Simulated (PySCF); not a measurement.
Job file and geometry (Å, from GFN2-xTB) of an NMR shielding run on SMILES C#[C][AlH][N]([SiH3])CC(C)C, C$_{6}$H$_{14}$AlNSi, GIAO PBE0/pcSseg-1 NMR shielding, non-relativistic, gas phase (PySCF); density fitting, a coarse starting grid and PySCF grid level 2 are the driver's defaults:

```
$ OMP_NUM_THREADS=1 python probes_run.py task.json out

{"job": {"kind": "nmr", "xc": "PBE0", "basis": "pcSseg-1"}, "charge": 0, "multiplicity": 1}
C      3.118511     2.497291    -1.288787
C      2.400207     1.522574    -1.341700
Al     1.257482    -0.059758    -1.359127
N      0.853424    -0.949579     0.176135
Si     1.697959    -2.276096     0.905881
C     -0.242808    -0.382600     0.957116
C     -1.127298     0.484533     0.064528
C     -1.999444     1.435090     0.873436
C     -1.959829    -0.381362    -0.868746
H      3.745364     3.346374    -1.257606
H      0.750234    -0.655051    -2.683153
H      2.718078    -2.647271    -0.079274
H      2.298439    -1.877635     2.187079
H      0.746343    -3.365718     1.168998
H      0.152804     0.226098     1.780220
H     -0.844864    -1.181797     1.406504
H     -0.427421     1.087345    -0.559306
H     -2.658123     0.866745     1.527263
H     -2.611912     2.047275     0.215199
H     -1.389044     2.093316     1.487222
H     -2.654891    -0.994287    -0.298212
H     -2.526621     0.233685    -1.565426
H     -1.301342    -1.042189    -1.438166
```

**Question.** Write the output of this run.

**Answer.** 
```
coarse grid: 19512 points
cycle   1  E = -822.9068692804  dE =  7.007e-01  |g| = 6.356e-01  |ddm| = 4.306e+00
cycle   2  E = -822.8323575354  dE =  7.451e-02  |g| = 8.508e-01  |ddm| = 1.499e+00
cycle   3  E = -823.0007942782  dE = -1.684e-01  |g| = 1.629e-01  |ddm| = 9.412e-01
cycle   4  E = -823.0065614890  dE = -5.767e-03  |g| = 5.415e-02  |ddm| = 1.694e-01
cycle   5  E = -823.0070607924  dE = -4.993e-04  |g| = 3.327e-02  |ddm| = 5.763e-02
cycle   6  E = -823.0073322475  dE = -2.715e-04  |g| = 4.474e-03  |ddm| = 2.575e-02
cycle   7  E = -823.0073369358  dE = -4.688e-06  |g| = 9.741e-04  |ddm| = 4.924e-03
final grid: 177264 points
cycle   8  E = -823.0593346981  dE = -4.556e-05  |g| = 9.528e-03  |ddm| = 3.642e-02
cycle   9  E = -823.0593222730  dE =  1.243e-05  |g| = 1.187e-02  |ddm| = 1.995e-02
cycle  10  E = -823.0593580844  dE = -3.581e-05  |g| = 1.218e-03  |ddm| = 1.148e-02
cycle  11  E = -823.0593583926  dE = -3.081e-07  |g| = 3.535e-04  |ddm| = 1.342e-03
cycle  12  E = -823.0593584167  dE = -2.417e-08  |g| = 1.317e-04  |ddm| = 4.213e-04
cycle  13  E = -823.0593584203  dE = -3.546e-09  |g| = 5.844e-05  |ddm| = 1.320e-04
cycle  14  E = -823.0593584210  dE = -7.612e-10  |g| = 2.024e-05  |ddm| = 5.001e-05
converged SCF energy = -823.0593584210

GIAO shielding tensors (ppm)
atom      isotropic    diamagn.    paramagn.     s11        s22        s33       span
  0 C       82.400     261.145    -178.745     -6.607      0.880    252.928    259.535
  1 C       86.497     255.842    -169.344    -12.984    -12.170    284.645    297.628
  2 Al     388.320     798.175    -409.856    345.193    394.411    425.355     80.162
  3 N      234.613     329.832     -95.219    198.232    239.845    265.762     67.530
  4 Si     409.375     880.391    -471.015    347.198    400.373    480.554    133.356
  5 C      124.829     247.421    -122.592    105.419    115.609    153.459     48.041
  6 C      137.030     252.226    -115.196    110.658    147.471    152.960     42.303
  7 C      163.298     245.363     -82.065    145.924    156.029    187.941     42.017
  8 C      162.408     249.241     -86.833    146.639    156.770    183.815     37.175
  9 H       29.811      33.141      -3.330     24.582     24.727     40.125     15.544
 10 H       27.064      29.994      -2.931     23.323     25.655     32.212      8.889
 11 H       27.102      29.221      -2.119     23.427     25.519     32.360      8.933
 12 H       27.030      29.149      -2.119     23.163     25.078     32.848      9.685
 13 H       27.113      29.426      -2.313     23.058     25.641     32.641      9.583
 14 H       28.142      33.772      -5.630     23.334     28.809     32.283      8.949
 15 H       29.279      33.966      -4.688     25.404     29.652     32.779      7.375
 16 H       31.016      36.810      -5.794     26.617     30.731     35.702      9.085
 17 H       30.792      29.956       0.836     27.096     28.561     36.720      9.624
 18 H       30.474      29.392       1.082     26.130     27.989     37.303     11.172
 19 H       30.222      30.348      -0.126     25.612     28.442     36.613     11.001
 20 H       30.877      31.380      -0.503     27.674     28.262     36.695      9.021
 21 H       30.500      30.816      -0.316     26.690     27.779     37.032     10.342
 22 H       29.010      31.895      -2.885     24.185     29.367     33.479      9.294
```

Size and cost of the density-fitted run: 237 basis functions, 3 min wall time on 1 thread of an AMD EPYC, shared host; peak memory 1.1 GiB.
